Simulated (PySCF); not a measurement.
# Basis and Hamiltonian dependence of the ionisation energy of Ge²⁺

Ge²⁺ [Ar] 3d10 4s2 (1S) → Ge³⁺ [Ar] 3d10 4s1 (2S). All values are computed (PySCF 2.14, energy differences of UHF-based or UKS calculations, no spin-orbit coupling). Values in eV.

```json
{"basis": "cc-pVDZ-PP with ECP10MDF", "Hamiltonian": "ECP", "functions": "23", "UHF": "32.212", "r2SCAN": "n/a", "PBE0": "33.991", "MP2 (valence)": "32.897", "CCSD(T) (valence)": "33.234", "CCSD(T) (valence and next inner shell)": "n/a"}
{"basis": "aug-cc-pVDZ-PP with ECP10MDF", "Hamiltonian": "ECP", "functions": "32", "UHF": "32.211", "r2SCAN": "34.051", "PBE0": "33.988", "MP2 (valence)": "32.905", "CCSD(T) (valence)": "33.239", "CCSD(T) (valence and next inner shell)": "n/a"}
{"basis": "6-31G*", "Hamiltonian": "non-relativistic", "functions": "32", "UHF": "31.887", "r2SCAN": "n/a", "PBE0": "33.693", "MP2 (valence)": "32.574", "CCSD(T) (valence)": "32.897", "CCSD(T) (valence and next inner shell)": "n/a"}
{"basis": "cc-pVTZ-PP with ECP10MDF", "Hamiltonian": "ECP", "functions": "39", "UHF": "32.194", "r2SCAN": "n/a", "PBE0": "n/a", "MP2 (valence)": "32.979", "CCSD(T) (valence)": "33.280", "CCSD(T) (valence and next inner shell)": "n/a"}
{"basis": "pcseg-2", "Hamiltonian": "non-relativistic", "functions": "43", "UHF": "31.692", "r2SCAN": "n/a", "PBE0": "n/a", "MP2 (valence)": "32.472", "CCSD(T) (valence)": "32.779", "CCSD(T) (valence and next inner shell)": "n/a"}
{"basis": "def2-TZVP", "Hamiltonian": "non-relativistic", "functions": "48", "UHF": "31.705", "r2SCAN": "33.484", "PBE0": "n/a", "MP2 (valence)": "32.490", "CCSD(T) (valence)": "32.796", "CCSD(T) (valence and next inner shell)": "n/a"}
{"basis": "def2-TZVPPD", "Hamiltonian": "non-relativistic", "functions": "54", "UHF": "31.715", "r2SCAN": "33.490", "PBE0": "33.511", "MP2 (valence)": "32.502", "CCSD(T) (valence)": "32.808", "CCSD(T) (valence and next inner shell)": "33.152"}
{"basis": "aug-cc-pVTZ-DK", "Hamiltonian": "spin-free X2C", "functions": "59", "UHF": "32.206", "r2SCAN": "34.035", "PBE0": "34.035", "MP2 (valence)": "32.983", "CCSD(T) (valence)": "33.279", "CCSD(T) (valence and next inner shell)": "n/a"}
{"basis": "dyall-av2z", "Hamiltonian": "non-relativistic", "functions": "92", "UHF": "31.709", "r2SCAN": "33.497", "PBE0": "33.515", "MP2 (valence)": "32.459", "CCSD(T) (valence)": "32.791", "CCSD(T) (valence and next inner shell)": "n/a"}
{"basis": "def2-QZVPPD", "Hamiltonian": "non-relativistic", "functions": "95", "UHF": "31.719", "r2SCAN": "33.497", "PBE0": "33.508", "MP2 (valence)": "32.542", "CCSD(T) (valence)": "32.834", "CCSD(T) (valence and next inner shell)": "33.460"}
{"basis": "aug-cc-pwCVTZ-PP with ECP10MDF", "Hamiltonian": "ECP", "functions": "96", "UHF": "32.190", "r2SCAN": "34.055", "PBE0": "33.973", "MP2 (valence)": "33.002", "CCSD(T) (valence)": "33.290", "CCSD(T) (valence and next inner shell)": "33.996"}
{"basis": "x2c-QZVPPall", "Hamiltonian": "spin-free X2C", "functions": "97", "UHF": "32.195", "r2SCAN": "34.049", "PBE0": "34.038", "MP2 (valence)": "33.015", "CCSD(T) (valence)": "33.292", "CCSD(T) (valence and next inner shell)": "n/a"}
{"basis": "aug-cc-pVQZ-PP with one added diffuse shell each of s, p, d, f, g type with ECP10MDF", "Hamiltonian": "ECP", "functions": "114", "UHF": "32.191", "r2SCAN": "34.026", "PBE0": "33.952", "MP2 (valence)": "33.012", "CCSD(T) (valence)": "33.292", "CCSD(T) (valence and next inner shell)": "n/a"}
{"basis": "dyall-av3z", "Hamiltonian": "non-relativistic", "functions": "144", "UHF": "31.719", "r2SCAN": "n/a", "PBE0": "n/a", "MP2 (valence)": "32.523", "CCSD(T) (valence)": "32.829", "CCSD(T) (valence and next inner shell)": "n/a"}
```

Frozen in the all-electron rows: valence: [Ar] 3d10; valence and next inner shell: [Ne]; with a core potential, the same shells as far as they lie outside it.

Non-relativistic rows lack the scalar-relativistic shift.

Reference for a calculation without spin-orbit coupling: 34.058 eV (measured, between term centres; NIST).
